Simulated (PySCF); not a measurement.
# HoF from Hartree–Fock to correlated methods

State: quintet, about 10.1 electrons in the 4f shell (Mulliken), real f orbitals that mix terms. Set-up: PySCF, spin-free X2C with a Gaussian nucleus, basis sets Ho x2c-TZVPall, F x2c-TZVPall. De refers to Ho (4f11 6s2) + F in their high-spin ground configurations, without counterpoise correction. The functionals are run spin-unrestricted. A positive dipole means Ho(−)F(+). Levels whose curve was spin-contaminated or gave no clean fit are not listed.

```
      Level  Re (Å)  ωe (cm⁻¹)  De (eV)  μ (D)
        UHF   1.966        603      n/a  -2.10
    UHF-MP2   1.924        642      n/a    n/a
UHF-SCS-MP2   1.936        632      n/a    n/a
        PBE   1.939        600     4.96  -1.77
     r²SCAN   1.928        628     5.47  -1.77
     M06-2X   1.947        614     5.98  -2.15
  CAM-B3LYP   1.986        534     5.64  -2.99
```

**Question.** What does the step from GGA to meta-GGA do here, going from PBE to r²SCAN?

**Answer.** r²SCAN less PBE: -1.1 pm in Re, +4.7 % in ωe, +0.51 eV in De. 

**Question.** What does second-order correlation do here, going from UHF to UHF-MP2?

**Answer.** UHF-MP2 less UHF: -4.2 pm in Re, +6.5 % in ωe. Correlation nearly always deepens the well. The bond shortens, as in weak, metallic or heavy-atom bonds, where dispersion and the correlation of outer-core electrons pull the atoms together.

Correlated steps freeze 19 core orbitals. Spin–orbit coupling is left out, which matters for elements this heavy, above all for dissociation energies. Counting both spins, an empty level lies below a filled one in some of these solutions, because spin and occupation are held. The state is the lowest single determinant that the PBE0 search found; with open d or f shells the true ground state can be another one.

The whole job (state search and all levels along the bond) took about 18 min on 4 threads of Arm Neoverse V1 (shared host), peak memory 9 GiB.
